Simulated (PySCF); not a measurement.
## How methods differ on the ionisation energy of Cl⁺

Cl⁺ [Ne] 3s2 3p4 (3P) → Cl²⁺ [Ne] 3s2 3p3 (4S), as a difference of total energies. All numbers are calculated (PySCF 2.14, no relativity, point nucleus, in def2-TZVPPD). Correlated levels: valence: [Ne] frozen; valence and next inner shell: 1s2 frozen. The calculations carry no spin-orbit coupling.

```csv
method,ionisation energy (eV),plus first-order spin-orbit estimate,error of that sum (eV)
UHF,22.579,22.619,-1.195
LDA,23.972,24.013,+0.199
PBE,23.854,23.894,+0.080
PBE0,23.842,23.882,+0.068
r2SCAN,23.808,23.849,+0.035
B2PLYP,23.720,23.761,-0.053
PBEsol,23.771,23.811,-0.003
MN15,23.942,23.982,+0.168
M06,23.746,23.786,-0.028
MP2 (valence),23.343,23.383,-0.431
SCS-MP2 (valence),23.427,23.467,-0.347
MP2 (valence and next inner shell),23.356,23.397,-0.417
SCS-MP2 (valence and next inner shell),23.430,23.471,-0.343
```

Reference: 23.814 eV (measured; NIST Atomic Spectra Database, ionization energies).

A first-order spin-orbit estimate (lowest level to lowest level, LS coupling) adds 0.040 eV.

Errors of the correlated levels include the incompleteness of this basis and the frozen core.
